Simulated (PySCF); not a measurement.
Electron correlation in Eu⁵²⁺ (europium, charge +52)

[Ne] 3s1, 2S determinant. All numbers are calculated (PySCF 2.14, scalar relativity by spin-free X2C-1e, in an even-tempered Gaussian basis (17 s from 12 bohr⁻², ratio 2.5; 12 p from 16 bohr⁻², ratio 2.5; 4 d from 58 bohr⁻², ratio 2.7; 4 f from 87 bohr⁻², ratio 2.7)). Frozen: 1s2; 9 electrons correlated; the 20 highest virtual orbitals of each spin left out.

```tsv
level	correlation energy (mhartree)
CCSD	-344.66
(T)	-0.07
CCSD(T)	-344.73
```

Diagnostics: T1 = 5.2e-05, D1 = 0.0002, largest double amplitude 0.002.

Cost of the coupled-cluster step: about 10 core-seconds, for 9 correlated electrons.

At this charge the one-electron X2C treatment keeps the bare 1/r₁₂, with no two-electron picture change or Breit term. The effect here is smaller than on the frozen 1s shell; and a scalar Hamiltonian misses the large spin-orbit splitting of the p shells, which matters for ns² → np² pairs.
